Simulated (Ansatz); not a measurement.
Reactions of `[O]=[Mo]([F])([F])([F])[Cl]`.

Gas-phase electronic energies from Ansatz, PBE0-D4/def2-TZVP geometries. CBS: MP2 limit from def2 TZ/QZ plus the TZ coupled-cluster correction, frozen cores. This one scheme is used for every species. Functionals use def2-TZVPP. def2 core potentials past Kr. For Ge, Mo, Se outer-core shells are correlated without core-valence functions, which leaves a few kJ/mol of doubt a bond. Scalar relativity is left out up to krypton. Each species was taken in one conformer, which may not be the lowest.

```
                                                                                                 reaction  CCSD(T)/CBS(def2) (kcal/mol)
`[O]=[Mo]([F])([F])([F])[Cl]` + `Cl[SiH](Cl)[GeH3]` → `[O]=[Mo]([F])([F])([Cl])[Cl]` + `F[SiH](Cl)[GeH3]`                          -7.2
                               `[O]=[Mo]([F])([F])([F])[Cl]` + H₂O → `[O]=[Mo]([OH])([F])([F])[Cl]` + H–F                           3.6
             `[O]=[Mo]([F])([F])([F])[Cl]` + `NB(O)[SeH]` → `[O]=[Mo]([OH])([F])([F])[Cl]` + `NB(F)[SeH]`                          -2.6
                                 `[O]=[Mo]([F])([F])([F])[Cl]` + H–F → `[O]=[Mo]([F])([F])([F])[F]` + HCl                          17.0
                               `[O]=[Mo]([F])([F])([F])[Cl]` + HCl → `[O]=[Mo]([F])([F])([Cl])[Cl]` + H–F                             ?
```

(1) Fill in the missing values. (Estimate.)

Largest T1 diagnostic: 0.024, for `[O]=[Mo]([OH])([F])([F])[Cl]`.

Results:

(1) Computed: `[O]=[Mo]([F])([F])([F])[Cl]` + HCl → `[O]=[Mo]([F])([F])([Cl])[Cl]` + H–F: +1.1 kcal/mol.
